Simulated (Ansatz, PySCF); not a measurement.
2-butanone (C4H8O), SMILES C(C(C)=O)C.

Coordinates come from a PBE0-D3(BJ)/def2-SVP optimisation. The values are those of a single conformer.

Vertical ionisation energy (IE) and electron affinity (EA) in eV. Rows of orbital energies are one-electron estimates. Where ΔSCF, EOM or ADC give a negative EA the extra electron is unbound and the value depends on the basis.

| level | IE | EA |
|---|---|---|
| −ε(HOMO), −ε(LUMO), ωB97X/def2-TZVP (PySCF) | 9.59 | -1.95 |
| ΔSCF, ωB97X-V/def2-TZVPD (Ansatz), final states of multiplicity 2 and 2 | 9.47 | -1.46 |

Problem. What vertical singlet–triplet gap does ΔSCF give with ωB97X-V/def2-TZVPD (Ansatz, a program for electronic structure)? (The exact figures need the calculation; the answer reports its results.)

Solution. 3.95 eV (triplet above singlet where positive).
